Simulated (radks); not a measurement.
The numbers below are computed, except where a source is named.
Coherent X-ray form factor from a spherical all-electron density. Code: a radial shooting solver on a logarithmic mesh with Libxc functionals. Model: scalar-relativistic Kohn-Sham, PBEsol, spin-polarised, spherical densities, point nucleus.

| sin(theta)/lambda (1/angstrom) | f0 (electrons) |
|---|---|
| 0.05 | 58.411 |
| 0.1 | 56.737 |
| 0.15 | 54.225 |
| 0.2 | 51.201 |
| 0.25 | 47.984 |
| 0.3 | 44.819 |
| 0.4 | 39.168 |
| 0.5 | 34.574 |
| 0.6 | 30.799 |
| 0.8 | 24.858 |
| 1 | 20.633 |
| 1.25 | 17.242 |
| 1.5 | 14.982 |
| 2 | 11.322 |

The species is in the configuration that NIST lists as its ground one. Which atom or ion scatters so?

Answer. The europium ion Eu4+, [Xe] 4f5. Extrapolating in s^2 from the first two rows gives f0(0) = 59.0, near the electron count 59; among species with that count, the fall with angle is slower the higher Z, and the table is that of Z = 63; from so few rows the species is fixed only to a neighbour or two.
